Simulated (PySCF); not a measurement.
# Radial density of Pt⁶⁶⁺ (platinum, charge +66)

UHF, [Ne] 3s2, closed-shell 1S. All numbers are calculated (PySCF 2.14, no relativity, point nucleus, in an uncontracted even-tempered set (16 s from 20 bohr⁻², ratio 2.5; 10 p from 26 bohr⁻², ratio 2.5; 4 d from 95 bohr⁻², ratio 2.7; 4 f from 140 bohr⁻², ratio 2.7)).

```csv
r (bohr),4πr²ρ (e/bohr)
0.000297,0.3611
0.000499,0.9897
0.000840,2.655
0.00141,6.870
0.00238,16.72
0.00400,36.75
0.00672,68.07
0.0113,95.53
0.0190,91.71
0.0320,84.10
0.0538,116.0
0.0905,67.95
0.152,18.67
0.256,6.226
0.431,0.1073
```

A non-relativistic calculation at this Z misses sizeable relativistic shifts. Spin-orbit coupling, which splits the p, d and f shells strongly at this Z, is absent.
